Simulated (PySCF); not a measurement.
# Continuum solvent and chemical shifts

Numbering as in the mapped SMILES `[F:1][C:2]([F:3])([F:4])[CH2:5][N:6]1[CH2:7][CH2:8][CH2:9][CH2:10][CH2:11]1` (H(Xn): hydrogen on atom n).

GIAO PBE0/pcSseg-1 in PySCF on one PBE0-D3(BJ)/def2-SVP conformer, non-relativistic, equivalent nuclei averaged. Solvents enter as an IEF-PCM continuum (tetrahydrofuran with ε = 7.4, methanol with ε = 32.6) around the gas-phase geometry. Shifts are referred to CFCl3, TMS computed in the same medium.

In tetrahydrofuran, δ in ppm: F1/F3/F4 -80.1, C2 133.0, C5 60.4, C7/C11 53.4, C8/C10 29.7, C9 26.8, H(C5) 3.14, H(C7)/H(C11) 2.65, H(C8)/H(C10) 1.38, H(C9) 1.32. Dipole moment 2.07 D.

Q: How does each δ change in the more polar medium?

A: 
```
       atoms                         environment  Δδ, methanol
    F1/F3/F4             fluorine of a CF3 group          +0.2
          C2                          CF3 carbon          +0.3
          C5                 sp3 CH2 bonded to N           0.0
      C7/C11                 sp3 CH2 bonded to N          +0.1
      C8/C10                   sp3 CH2 in a ring          +0.2
          C9                   sp3 CH2 in a ring          +0.1
       H(C5)  hydrogen on an sp3 CH2 bonded to N         +0.04
H(C7)/H(C11)  hydrogen on an sp3 CH2 bonded to N         +0.01
H(C8)/H(C10)    hydrogen on an sp3 CH2 in a ring          0.00
       H(C9)    hydrogen on an sp3 CH2 in a ring          0.00
```

Changes are relative to tetrahydrofuran. The dipole moment becomes 2.08 D in methanol.

Q: Which nuclei move most (in ppm), and what does the model miss?

A: C2 (CF3 carbon, +0.3 ppm) in methanol. A continuum only polarises the solute; specific hydrogen bonds, the anisotropy of aromatic solvents and changes of geometry or conformer are outside it.
